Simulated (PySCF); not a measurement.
**Rotational lines of BeS**

Lines J+1 ← J of the vibrational ground state, computed from RHF-CCSD(T) constants of BeS, ¹Σ⁺ (singlet), closed shell (basis Be jorge-DZP-DKH, S jorge-DZP-DKH; spin-free X2C with a Gaussian nucleus; PySCF 2.14; masses 9.0122 and 31.9721 u), in MHz:

```tsv
J	ν (MHz)
0	45178.8
1	90356.2
2	135531.0
3	180701.6
4	225866.8
```

Find B0 and the effective bond length r0; with αe = 0.00641 cm⁻¹, find Re.

ν = 2B0(J+1) − 4D(J+1)³ gives B0 = 0.75350 cm⁻¹. With the reduced mass μred = 7.0305 u, r0 = √(16.8576/(μred·B0)) (u, cm⁻¹, Å) = 1.7839 Å. Be = B0 + αe/2 = 0.75670 cm⁻¹ gives Re = 1.780 Å.

Correlated steps freeze 5 core orbitals. Correlated levels converge slowly with the basis: in double zeta they bind strong bonds too weakly, by up to about 1 eV, and carry superposition errors of some tenths. Where the molecule has an RHF reference, its open-shell atoms are computed with UHF. The CCSD T1 diagnostic is raised, a sign that a single reference may not be enough here.
